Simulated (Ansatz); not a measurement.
Program: Ansatz 0.2.0.

A structure relaxed at PBE0-D4/def2-TZVP, charge 0, multiplicity 1:

```xyz
7

F     1.359   -1.001   -0.725
W     0.009   -0.014    0.031
F    -1.153   -1.413   -0.219
F     0.457   -0.735    1.667
F     1.191    1.352    0.357
F    -1.321    0.940    0.864
Cl   -0.541    0.870   -1.976
```

**Question.** Give its formula and SMILES.

**Answer.** ClF5W, `[F][W]([F])([F])([F])([F])[Cl]`.

**Question.** Point group (tolerance 0.08 Å, 0.16 Å for H)?

**Answer.** C4v.

**Question.** Summarise the bond lengths by kind.

**Answer.** 5 × F–W 1.836 to 1.843 Å; 1 × Cl–W 2.261 Å.
